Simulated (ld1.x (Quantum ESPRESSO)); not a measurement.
## Transferability test, TM semilocal potential for Al (Z = 13)

- Element: aluminium (Al)
- Generator: ld1.x (Quantum ESPRESSO) 7.5
- Type: norm-conserving Troullier–Martins (semilocal form)
- Functional: Wu–Cohen
- Relativity: non-relativistic
- Frozen core: [Ne]
- Valence charge: 3
- Reference configuration: 3s2 3p0 (charge +1)
- Partial waves: 3p (bound, empty): rc 1.55 bohr; 3d channel at 0.05 Ry: rc 2.35 bohr; 3s (bound): rc 2.20 bohr
- Local potential: the s channel
- Core correction: none

Energies are relative to the spin-unpolarised reference configuration 3s2 3p0; without spin polarisation the order of configurations can differ from experiment. The frozen-core shift is the all-electron ΔE with the core orbitals held at their reference shape minus the fully relaxed ΔE.

Task: Give the all-electron excitation energy and the error of the potential for: 3s2 3p1; 3s1 3p0; 3s2 3p0.5; 3s1 3p1; 3s2 3p1.3; 3s0 3p3; 3s1 3p2.

Result:

```json
{"valence configuration": "3s2 3p1", "charge": "0", "ΔE all-electron (eV)": "-5.748", "error AE − PS (meV)": "+0.6", "frozen-core shift (meV)": "+0.9"}
{"valence configuration": "3s1 3p0", "charge": "+2", "ΔE all-electron (eV)": "19.158", "error AE − PS (meV)": "+3.8", "frozen-core shift (meV)": "+16"}
{"valence configuration": "3s2 3p0.5", "charge": "+0.5", "ΔE all-electron (eV)": "-3.672", "error AE − PS (meV)": "+0.1", "frozen-core shift (meV)": "+0.4"}
{"valence configuration": "3s1 3p1", "charge": "+1", "ΔE all-electron (eV)": "5.763", "error AE − PS (meV)": "+6.8", "frozen-core shift (meV)": "+2.1"}
{"valence configuration": "3s2 3p1.3", "charge": "-0.3", "ΔE all-electron (eV)": "-6.314", "error AE − PS (meV)": "+1.0", "frozen-core shift (meV)": "+1.0"}
{"valence configuration": "3s0 3p3", "charge": "0", "ΔE all-electron (eV)": "4.599", "error AE − PS (meV)": "+18", "frozen-core shift (meV)": "+4.0"}
{"valence configuration": "3s1 3p2", "charge": "0", "ΔE all-electron (eV)": "-0.652", "error AE − PS (meV)": "+4.3", "frozen-core shift (meV)": "+0.5"}
```

Levels in the configuration 3s2 3p1:

| level | all-electron (eV) | pseudo (eV) |
| --- | --- | --- |
| 3s | -7.697 | -7.699 |
| 3p | -2.687 | -2.689 |
